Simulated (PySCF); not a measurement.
# Ionisation energy of Rb³⁰⁺ by level of theory

Rb³⁰⁺ [He] 2s2 2p3 [2p1/2^2 2p3/2^1, M_J = 3/2] → Rb³¹⁺ [He] 2s2 2p2 [2p1/2^2, M_J = 0], as a difference of total energies. Computed with PySCF 2.14 in an uncontracted even-tempered set (17 s from 11 bohr⁻², ratio 2.4; 12 p from 14 bohr⁻², ratio 2.4; 5 d from 52 bohr⁻², ratio 2.6; 4 f from 78 bohr⁻², ratio 2.6), with the two-component X2C-1e Hamiltonian. Correlated levels: nothing frozen; the 32 highest virtual spinors dropped. "Screened" scales the spin-orbit matrix elements by Boettger's factors to mimic the two-electron term; Breit and QED terms are absent.

| method | ionisation energy (eV) |
| --- | --- |
| GHF (spin-free) | 3639.2 |
| GMP2 (spin-free) | 3639.1 |
| GHF (screened spin-orbit) | 3602.2 |
| GMP2 (screened spin-orbit) | 3601.2 |

For this ion Breit and QED terms and the two-electron picture change, all absent here, outweigh the correlation shift from GHF to GMP2.

The spin-free rows relax to the high-spin LS determinant and lack the spin-orbit shift.

The labels give the starting determinants; with spin-orbit coupling the two ends relaxed to ⟨J²⟩ = 3.75, ⟨L²⟩ = 1.59, ⟨S²⟩ = 2.09 and ⟨J²⟩ = 0.00, ⟨L²⟩ = 1.33, ⟨S²⟩ = 1.33.

For comparison: 3600 ± 30 eV (semi-empirical (NIST evaluation); NIST Atomic Spectra Database, ionization energies).
